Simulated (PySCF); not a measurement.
Mapped SMILES: `[OH:1][SiH:2]1[O:3][CH2:4][CH2:5][CH2:6][O:7]1`. Each H is labelled by its parent atom. Ha(C4), Ha(C5), Ha(C6) are cis to O1 on the ring; Hb(C4), Hb(C5), Hb(C6) are trans to O1 on the ring.

GIAO PBE0/pcSseg-1 shifts (PySCF, gas phase, non-relativistic, equivalent atoms averaged), each against references optimised in the same way as the molecule (H2O, TMS).

On the GFN2-xTB geometry: O3/O7 62.3, O1 53.2, Si2 -58.7, C4/C6 67.0, C5 36.0, Ha(C4)/Ha(C6) 4.35, Hb(C4)/Hb(C6) 4.27, H(Si2) 4.20, H(O1) 2.22, Ha(C5) 2.13, Hb(C5) 1.22 ppm.

Problem. What changes on the PBE0-D3(BJ)/def2-SVP geometry?

Solution. 
```tsv
atoms	δ (ppm)	change
O3/O7	64.4	+2.1
O1	61.6	+8.4
Si2	-53.8	+4.9
C4/C6	66.3	-0.7
C5	34.6	-1.4
Ha(C4)/Ha(C6)	4.05	-0.30
Hb(C4)/Hb(C6)	4.12	-0.15
H(Si2)	4.29	+0.09
H(O1)	1.89	-0.33
Ha(C5)	2.07	-0.06
Hb(C5)	1.09	-0.13
```

Bonds between heavy atoms that differ most (equivalent bonds averaged): O1–Si2 1.607 → 1.641 Å, Si2–O3 1.634 → 1.661 Å, O3–C4 1.402 → 1.410 Å, C4–C5 1.527 → 1.521 Å. Mean change of bonds to hydrogen: O–H +0.007 Å, Si–H +0.027 Å, C–H +0.010 Å.
